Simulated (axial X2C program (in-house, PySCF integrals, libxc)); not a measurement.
## RbSe: bond constants with and without spin–orbit coupling

Calculated with an in-house all-electron X2C program for linear molecules (integrals from PySCF). Spin-free means the one-electron spin-free X2C Hamiltonian; two-component (2c) means X2C with spin–orbit coupling and atomic mean-field two-electron Coulomb and Gaunt terms, so the difference of the two also holds small scalar two-electron terms. Basis: Rb dyall-cv3z [12s13p8d4f1g], Se dyall-cv3z [8s9p6d4f1g] (cores contracted in-house); Gaussian nuclei, density fitting, unrestricted open shells. Masses: Rb 84.912 u, Se 79.917 u.

Input:
```json
{"zs": [37, 34], "q": 0, "bas": ["dyall-cv3z", "dyall-cv3z"], "levels": ["PBE0", "HF", "r2SCAN", "M06", "BLYP"], "cc": true, "r0": 3.09, "thr": -2.0, "nmax": 140}
```
```bash
python so2c.py task.json out
```

Keys: zs atomic numbers; q charge; bas basis sets; levels methods; cc coupled cluster on or off; r0 starting distance in Å; thr threshold in hartree for freezing inner shells (an s shell follows its p shell); nmax most natural virtual spinors. HF also brings MP2.

State, spin-free: M_S = 1/2, Λ = 1 (beyond evenly filled blocks: π+α, π+β, π-α); electrons by block: σα: 16, σβ: 16, π+α: 8, π+β: 8, π-α: 8, π-β: 7, δ+α: 2, δ+β: 2, δ-α: 2, δ-β: 2. Fragments: Rb + Se.

State, 2c: Ω = 3/2 (⟨Sz⟩ = 0.50, ⟨Lz⟩ = 1.00 at PBE0); electrons by block: 1/2: 24, -1/2: 24, 3/2: 10, -3/2: 9, 5/2: 2, -5/2: 2. Fragments: Rb + Se.

```json
{"Hamiltonian": "spin-free", "level": "PBE0", "Re (Å)": "3.063", "ωe (cm⁻¹)": "151.8", "ωexe (cm⁻¹)": "0.375", "αe (cm⁻¹)": "0.000164", "De (eV)": "2.43", "D0 (eV)": "2.42", "μ (D)": "-10.43"}
{"Hamiltonian": "spin-free", "level": "HF", "Re (Å)": "3.163", "ωe (cm⁻¹)": "144.6", "ωexe (cm⁻¹)": "0.358", "αe (cm⁻¹)": "0.00015", "De (eV)": "1.41", "D0 (eV)": "1.40", "μ (D)": "-11.87"}
{"Hamiltonian": "spin-free", "level": "MP2", "Re (Å)": "3.078", "ωe (cm⁻¹)": "154.1", "ωexe (cm⁻¹)": "0.387", "αe (cm⁻¹)": "0.000158", "De (eV)": "2.28", "D0 (eV)": "2.27", "μ (D)": "n/a"}
{"Hamiltonian": "spin-free", "level": "CCSD", "Re (Å)": "3.096", "ωe (cm⁻¹)": "152.1", "ωexe (cm⁻¹)": "0.382", "αe (cm⁻¹)": "0.000156", "De (eV)": "2.22", "D0 (eV)": "2.21", "μ (D)": "n/a"}
{"Hamiltonian": "spin-free", "level": "CCSD(T)", "Re (Å)": "3.090", "ωe (cm⁻¹)": "152.7", "ωexe (cm⁻¹)": "0.384", "αe (cm⁻¹)": "0.000157", "De (eV)": "2.28", "D0 (eV)": "2.27", "μ (D)": "n/a"}
{"Hamiltonian": "spin-free", "level": "r2SCAN", "Re (Å)": "3.079", "ωe (cm⁻¹)": "150.0", "ωexe (cm⁻¹)": "0.364", "αe (cm⁻¹)": "0.000162", "De (eV)": "2.38", "D0 (eV)": "2.37", "μ (D)": "-10.67"}
{"Hamiltonian": "spin-free", "level": "M06", "Re (Å)": "3.077", "ωe (cm⁻¹)": "151.0", "ωexe (cm⁻¹)": "0.365", "αe (cm⁻¹)": "0.000166", "De (eV)": "2.63", "D0 (eV)": "2.62", "μ (D)": "-10.59"}
{"Hamiltonian": "spin-free", "level": "BLYP", "Re (Å)": "3.114", "ωe (cm⁻¹)": "141.5", "ωexe (cm⁻¹)": "0.375", "αe (cm⁻¹)": "0.000168", "De (eV)": "2.40", "D0 (eV)": "2.39", "μ (D)": "-9.75"}
{"Hamiltonian": "2c", "level": "PBE0", "Re (Å)": "3.064", "ωe (cm⁻¹)": "151.5", "ωexe (cm⁻¹)": "0.376", "αe (cm⁻¹)": "0.000165", "De (eV)": "2.47", "D0 (eV)": "2.46", "μ (D)": "-10.41"}
{"Hamiltonian": "2c", "level": "HF", "Re (Å)": "3.164", "ωe (cm⁻¹)": "144.4", "ωexe (cm⁻¹)": "0.357", "αe (cm⁻¹)": "0.00015", "De (eV)": "n/a", "D0 (eV)": "n/a", "μ (D)": "-11.87"}
{"Hamiltonian": "2c", "level": "MP2", "Re (Å)": "3.078", "ωe (cm⁻¹)": "153.9", "ωexe (cm⁻¹)": "0.386", "αe (cm⁻¹)": "0.000158", "De (eV)": "2.24", "D0 (eV)": "2.23", "μ (D)": "n/a"}
{"Hamiltonian": "2c", "level": "CCSD", "Re (Å)": "3.097", "ωe (cm⁻¹)": "151.9", "ωexe (cm⁻¹)": "0.382", "αe (cm⁻¹)": "0.000156", "De (eV)": "2.20", "D0 (eV)": "2.19", "μ (D)": "n/a"}
{"Hamiltonian": "2c", "level": "CCSD(T)", "Re (Å)": "3.090", "ωe (cm⁻¹)": "152.5", "ωexe (cm⁻¹)": "0.384", "αe (cm⁻¹)": "0.000157", "De (eV)": "2.25", "D0 (eV)": "2.24", "μ (D)": "n/a"}
{"Hamiltonian": "2c", "level": "r2SCAN", "Re (Å)": "3.080", "ωe (cm⁻¹)": "149.8", "ωexe (cm⁻¹)": "0.364", "αe (cm⁻¹)": "0.000162", "De (eV)": "n/a", "D0 (eV)": "n/a", "μ (D)": "-10.65"}
{"Hamiltonian": "2c", "level": "M06", "Re (Å)": "3.078", "ωe (cm⁻¹)": "150.7", "ωexe (cm⁻¹)": "0.365", "αe (cm⁻¹)": "0.000167", "De (eV)": "2.58", "D0 (eV)": "2.57", "μ (D)": "-10.57"}
{"Hamiltonian": "2c", "level": "BLYP", "Re (Å)": "3.115", "ωe (cm⁻¹)": "141.0", "ωexe (cm⁻¹)": "0.378", "αe (cm⁻¹)": "0.000168", "De (eV)": "2.39", "D0 (eV)": "2.38", "μ (D)": "-9.71"}
```

Correlated methods: 15 electrons correlated (number of frozen shells: Rb 3 s, 2 p, 1 d; Se 3 s, 2 p, 1 d), 277 virtual spin orbitals or spinors in MP2, 136 natural virtuals in coupled cluster.

Dipoles are positive if Se is the positive end.

One determinant describes the state; a PBE0 search over occupations chose it and may have missed a lower one. Dissociation energies refer to the lowest single-determinant-based atoms at the same level and basis. De is not given where an atomic determinant may have missed its ground term or J level, or where the truncated virtual space spoils (T). Density functionals use the spin component along the axis (collinear). CCSD and (T) use frozen natural virtuals with an MP2 correction for the truncation; (T) itself is uncorrected, so its De runs slightly low. PBE0 can misorder states that lie within some tenths of an eV, so this need not be the ground state of the molecule. The nearest other spin-free determinant of the search, M_S = 1/2, Λ = 0, lies 0.24 eV up at the distance of the search. The functionals have no current-density term, which raises determinants with orbital currents, atoms included. At some level and bond length an empty orbital lies below a filled one.

Rough cost a point (2c) on 2 thread(s) of a shared host, integrals apart: PBE0 0.7 s, HF 0.5 s, CCSD(T) 24 s, r2SCAN 0.7 s, M06 1 s, BLYP 0.4 s.

The whole task took 8.6 min on 2 threads of Arm Neoverse V1, with other jobs on the host.
